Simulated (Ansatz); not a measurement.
Frontier orbitals of AlClH3NS, SMILES `[NH2][Al]([SH])[Cl]`.

Z-matrix (Å, degrees):
```
N
Al 1 1.754
H 1 1.006 2 125.8
H 1 1.007 2 123.5 3 -180.0
S 2 2.173 1 123.5 3 -0.0
Cl 2 2.090 1 119.0 3 180.0
H 5 1.345 2 92.8 1 -0.1
```

Total charge 0; spin multiplicity 1. All single points use the PBE0-D4/def2-TZVP geometry. It is one conformer, not always the lowest. Basis def2-TZVPP, Ansatz 0.2.0.

```csv
functional,HOMO (eV),LUMO (eV),gap (eV)
PBE,-6.30,-1.24,5.06
PBE0,-7.63,-0.42,7.21
ωB97X-V,-10.03,1.50,11.53
ωB97M-V,-9.87,1.16,11.03
```

A quarter of exact exchange (PBE0) shifts PBE's HOMO by −1.33 eV and its LUMO by +0.82 eV; full exchange at long range (ωB97M-V) shifts them by −3.56 and +2.41 eV. The gap opens from 5.06 to 11.03 eV, since occupied levels lose self-interaction and empty ones feel all the electrons. A positive LUMO is unbound and depends on the basis.
